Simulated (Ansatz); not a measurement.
Ansatz (a first-principles code) input (BLYP/6-31G*):

Ansatz 0.2 input:
```yaml
crystal:
  periodic: [false, false, false]
  atoms:
    - {symbol: Al, position_ang: [-0.00000000, -0.00000000, -0.02370300]}
    - {symbol: O, position_ang: [-0.00000000, -0.00000000, -1.72887300]}
    - {symbol: F, position_ang: [0.00000000, 0.00000000, 1.57101300]}
basis:
  gaussian:
    orbitals: 6-31G*
hamiltonian:
  xc: {name: BLYP}
total_charge: 1
magnetization: {spin_polarized: true, initial_magnetization: 1}
output: {forces: true}
```

Output:

```
Functional definition: BLYP
integrals: 0.01 GiB planned
463 factors; their error is unknown
mean field: 0.11 GiB planned
mean field evaluation 1: about -11331.8941 eV, gradient 7.4e1 eV
mean field evaluation 2: about -11189.2419 eV, gradient 1.8e2 eV
mean field evaluation 4: about -11322.2110 eV, gradient 7.2e1 eV
mean field evaluation 8: about -11351.0182 eV, gradient 2.7e-1 eV
mean field evaluation 16: about -11351.0025 eV, gradient 2.7e-5 eV
mean field -11351.00245516 eV, -417.1416462414 hartree, gradient 2.7e-5 eV, S^2 0.753281; 2 other end points of the search recorded, 0 dependent functions left out
the calculation of the forces begins
reference -11351.00273301 eV, -417.1416564521 hartree; 15, 14 occupied and 34, 35 virtual orbitals, 463 factors
Total energy: -11351.00273301 eV, -417.1416564521 hartree
Atom 0 at    -0.000000    -0.000000    -0.023703 Å, force    -0.000000    -0.000000     0.019009 eV/Å
Atom 1 at    -0.000000    -0.000000    -1.728873 Å, force     0.000000     0.000000    -0.974133 eV/Å
Atom 2 at     0.000000     0.000000     1.571013 Å, force     0.000000     0.000000     0.955124 eV/Å
Dipole moment:     0.000000    -0.000000    -0.105177 e Å
```

The dipole moment of an ion depends on the origin.

The geometry given is a B3LYP-D3(BJ)/def2-TZVP minimum.
